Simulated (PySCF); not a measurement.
Fractional electron number in As²⁺ (arsenic, charge +2)

The 4p alpha orbital of [Ar] 3d10 4s2 4p1 is emptied in steps (occupation f), with all orbitals relaxed, ending at [Ar] 3d10 4s2. All numbers are calculated (PySCF 2.14, no relativity, point nucleus, in def2-TZVP (6s5p4d1f, 48 functions)). The exact energy is a straight line in f; departures are measured from the line between the end points of the same method.

```
  f  UHF (eV)  LDA (eV)  PBE (eV)  PBE0 (eV)  r2SCAN (eV)  LC-wPBE (eV)  BHandHLYP (eV)  wB97X (eV)  M06-2X (eV)  r2SCAN0 (eV)
  1     0.000     0.000     0.000      0.000        0.000         0.000           0.000       0.000        0.000         0.000
0.8     0.054    -0.804    -0.778     -0.570       -0.737        -0.124          -0.384      -0.186       -0.368        -0.544
0.6     0.080    -1.206    -1.164     -0.850       -1.095        -0.181          -0.575      -0.282       -0.542        -0.807
0.4     0.079    -1.205    -1.160     -0.845       -1.079        -0.175          -0.573      -0.284       -0.520        -0.793
0.2     0.052    -0.802    -0.769     -0.558       -0.702        -0.112          -0.380      -0.192       -0.322        -0.515
  0     0.000     0.000     0.000      0.000        0.000         0.000           0.000       0.000        0.000         0.000
```

For BHandHLYP, how does the orbital energy at f = 1 compare with the removal energy?

−ε = 25.616 eV against a total-energy difference of 28.021 eV. By Janak's theorem ε = ∂E/∂f, so the gap between them reflects the curvature. Along the path −ε is 26.585 (f = 0.8), 27.550 (f = 0.6), 28.509 (f = 0.4), 29.455 (f = 0.2) eV.

| method | E(f=0) − E(f=1) (eV) | −ε at f=1 (eV) | −ε at f=0.4 (eV) |
| --- | --- | --- | --- |
| UHF | 27.419 | 27.758 | 27.350 |
| LDA | 28.208 | 23.194 | 29.220 |
| PBE | 28.050 | 23.183 | 29.044 |
| PBE0 | 28.074 | 24.500 | 28.810 |
| r2SCAN | 28.259 | 23.619 | 29.258 |
| LC-wPBE | 28.246 | 27.453 | 28.424 |
| BHandHLYP | 28.021 | 25.616 | 28.509 |
| wB97X | 27.938 | 26.778 | 28.158 |
| M06-2X | 27.878 | 25.556 | 28.460 |
| r2SCAN0 | 28.238 | 24.808 | 28.980 |

Reference removal energy between the ground levels: 28.349 ± 0.012 eV (measured; NIST Atomic Spectra Database, ionization energies). The calculation has no spin-orbit coupling. UHF lacks correlation.
